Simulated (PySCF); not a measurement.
SMILES [SiH](Cl)(Cl)[SiH2][SiH3] (CAM-B3LYP/def2-SVP optimised geometry):

```
11

Si    -1.345    -1.880     1.849
Si    -0.505    -0.705     0.000
Si    -1.249    -1.748    -1.953
Cl    -0.571    -3.704    -1.927
Cl    -3.319    -1.750    -1.923
H     -2.832    -1.870     1.805
H     -0.884    -1.239     3.111
H     -0.857    -3.285     1.802
H      0.986    -0.705     0.000
H     -0.986     0.705     0.000
H     -0.823    -1.146    -3.238
```

Calculation: CAM-B3LYP/def2-TZVP (PySCF 2.14.0).

Q: What are the frontier orbital energies and the dipole moment?

A: HOMO-2 -10.63 eV, HOMO-1 -10.14 eV, HOMO -9.36 eV, LUMO 0.33 eV, LUMO+1 0.61 eV; dipole moment 1.59 D.

On the same geometry PBE/def2-TZVP run with PySCF gives HOMO-2 -7.89 eV, HOMO-1 -7.64 eV, HOMO -6.96 eV, LUMO -1.57 eV, LUMO+1 -1.39 eV; dipole moment 1.39 D.

Meta-Löwdin charges at CAM-B3LYP/def2-TZVP: Si1 0.26, Si2 0.13, Si3 0.66, Cl4 -0.30, Cl5 -0.30, H6 -0.08, H7 -0.08, H8 -0.08, H9 -0.07, H10 -0.07, H11 -0.09.
